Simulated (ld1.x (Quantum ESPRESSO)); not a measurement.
**Before and after: TM potential for phosphorus (P)**

ld1.x (Quantum ESPRESSO) 7.5 input, shortened:

```
&input
   title='P', zed=15., rel=1, dft='PBE', iswitch=3,
   config='[Ne] 3s2 3p3'
 /
 &inputp
   pseudotype=2, tm=.true., lloc=-2, rcloc=1.40,
   nlcc=.true.
 /
2
3S  1  0   2.00   0.00  1.30  1.30  0.0
3P  2  1   3.00   0.00  1.60  1.60  0.0
 &test
   configts(1)='3s2 3p3'
 /
```

Change: type ultrasoft; waves now 3s (bound): rcut 1.15, rcutus 1.30 bohr; 3s channel at -0.1 Ry: rcut 1.15, rcutus 1.30 bohr; 3p (bound): rcut 1.40, rcutus 1.60 bohr; 3p channel at 2.1 Ry: rcut 1.40, rcutus 1.60 bohr; local potential all-electron potential smoothed inside 1.35 bohr (lloc = -2); augmentation built from norm-conserving waves at rcut, not smoothed further.

Cutoffs: the cutoffs (Ry, on a coarse ladder) from which the occupation-weighted sum of valence levels, in a spherical-Bessel basis at the reference potential, stays within 10 and 1 mRy of its value at 400 Ry; they do not see the model core or the augmentation charge, which bear on the density cutoff. Errors are all-electron minus pseudo energies relative to the spin-unpolarised reference configuration.

Q: What does the change do?

A: The potential gets softer (35 Ry and 80 Ry → 18 Ry and 35 Ry); of the 7 tests that both files solve, the error grows in 0 and shrinks in 6 by more than 15 % and 0.3 meV (median size 6.4 → 0.7 meV); the range in which the s phases agree narrows (upper end 2.9 → 0.7); neither file shows a bound ghost. Several settings change at once here, so the effects cannot be laid on one of them.

```tsv
quantity	base	changed
cutoff, loose	35 Ry	18 Ry
cutoff, tight	80 Ry	35 Ry
bound ghosts	none	none
error for 3s2 3p2, meV [ΔE 9.73 eV]	+3.5	+0.7
error for 3s2 3p1, meV [ΔE 28.88 eV]	+26	+9.4
error for 3s2 3p0, meV [ΔE 58.62 eV]	+91	+41
error for 3s1 3p0, meV [ΔE 110.62 eV]	+213	+110
error for 3s2 3p3.3, meV [ΔE -1.31 eV]	+0.2	+0.1
error for 3s1 3p3, meV [ΔE 18.85 eV]	+6.4	-0.6
error for 3s2 3p2.5, meV [ΔE 3.77 eV]	+0.5	-0.1
s: phases at 1.75 bohr within 0.05 rad from the reference energy up to (Ry; the scan ends near 5)	2.9	0.7
p: phases at 1.75 bohr within 0.05 rad from the reference energy up to (Ry; the scan ends near 5)	to the end of the scan	to the end of the scan
```
